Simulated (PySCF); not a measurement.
# SMILES C(/C#N)=C\C=C\[O-], [C5H4NO]-, charge -1

Geometry (Å), atoms numbered from 1 in this order:
```xyz
11

N     3.451    1.670    0.713
C     2.478    1.023    0.633
C     1.324    0.225    0.547
C     0.125    0.664    0.002
C    -1.073   -0.035   -0.135
C    -2.221    0.561   -0.720
O    -3.332    0.065   -0.902
H     1.404   -0.794    0.939
H     0.114    1.699   -0.373
H    -1.157   -1.073    0.210
H    -2.033    1.632   -1.044
```

Total charge -1.

Computed with PySCF 2.14.0, quadratic response CAM-B3LYP/def2-TZVPD first hyperpolarisability, Taylor convention, gas phase. Geometry: PBE0-D3(BJ)/def2-SVP.

For a gas-phase anion, states above the detachment energy (about 2.4 eV, taken as minus the energy of the highest occupied orbital) lie in the continuum and depend on the basis.

Problem. Give the tensor of the static β(0;0,0) in the axes of these coordinates.

Solution. In au, Taylor convention; rows are the first index (the induced dipole):
|  | xx | yy | zz | xy | xz | yz |
| --- | --- | --- | --- | --- | --- | --- |
| x | -106.7 | -87.9 | +52.3 | -380.6 | +122.2 | -106.8 |
| y | -380.6 | -17.6 | -21.6 | -87.9 | -106.8 | -12.2 |
| z | +122.2 | -12.2 | -5.3 | -106.8 | +52.3 | -21.6 |

Norm of βᵢ = ⅓ Σⱼ (βᵢⱼⱼ + βⱼᵢⱼ + βⱼⱼᵢ): 455.5 au, hyper-Rayleigh value 268.8 au.
